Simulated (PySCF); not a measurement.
C5H16Si2.
InChI=1S/C5H16Si2/c1-5(2,3)4(6)7/h4H,1-3,6-7H3

Torsions of this conformer, `[CH3:1][C:2]([CH3:3])([CH3:4])[CH:5]([SiH3:6])[SiH3:7]`: C1–C2–C5–Si6 43°.

The closed-shell ground state was solved at several levels (PySCF, density fitting, gas phase, non-relativistic). Geometry: PBE0-D3(BJ)/def2-SVP; no solvent, vibrations or thermal averaging.

| level | basis functions | total energy (Eh) | HOMO (eV) | LUMO (eV) | gap (eV) | dipole (D) |
| --- | --- | --- | --- | --- | --- | --- |
| PBE0/pcSseg-1 | 213 | -778.5975 | -8.16 | 0.54 | 8.70 | 1.29 |
| CAM-B3LYP/pcSseg-1 | 213 | -778.9822 | -9.47 | 1.55 | 11.02 | 1.23 |

Problem. Estimate the row for CAM-B3LYP/def2-SVPD, a basis of 276 functions; the other rows only guide the guess.

Solution. Total energy -778.7088 Eh, HOMO -9.43 eV, LUMO 1.05 eV, gap 10.48 eV, dipole 1.21 D.

Problem. Over all these levels, which gives the widest orbital gap and which the narrowest?

Solution. CAM-B3LYP/pcSseg-1 (range-separated hybrid) has the widest, 11.02 eV, and PBE0/pcSseg-1 (global hybrid, 25 % exact exchange) the narrowest, 8.70 eV. The two share the basis. From the narrowest to the widest the HOMO moves by -1.31 eV and the LUMO by +1.01 eV.

Problem. How far do the dipole and the HOMO energy spread over the levels?

Solution. The dipole runs from 1.21 to 1.29 D (mean 1.25 D) and the HOMO from -9.47 to -8.16 eV.
